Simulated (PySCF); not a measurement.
Ge(H)2(PH2)2 (GeH6P2), SMILES [PH2][GeH2][PH2]. Geometry optimised at PBE0-D3(BJ)/def2-SVP. The structure was generated by enumeration, and PubChem lists no compound with its InChIKey, so it may never have been made. Other conformers were not sampled.

These are PBE0-D3(BJ)/def2-SVP (PySCF 2.14.0) values and carry that method's errors.

Harmonic wavenumbers (cm⁻¹): 109, 113, 138, 336, 342, 379, 551, 578, 686, 745, 768, 796, 854, 1086, 1090, 2143, 2151, 2400, 2401, 2415, 2417. Rotational constants (GHz): 7.114, 1.935, 1.593; symmetry number 2.

Q: Work out the zero-point energy and the ideal-gas rigid-rotor harmonic-oscillator thermochemistry at 298.15 K and 1 atm.

A: ZPE = ½ Σ hcν = ½ × 22500 cm⁻¹ = 32.16 kcal/mol. H − E(el) = 37.06 kcal/mol. Entropy in cal/(mol K): translation 40.73, rotation 25.71, vibration 15.15, total 81.59. G − E(el) = 12.74 kcal/mol. Cp = 24.80 cal/(mol K). Modes under 150 cm⁻¹ make the vibrational entropy uncertain.
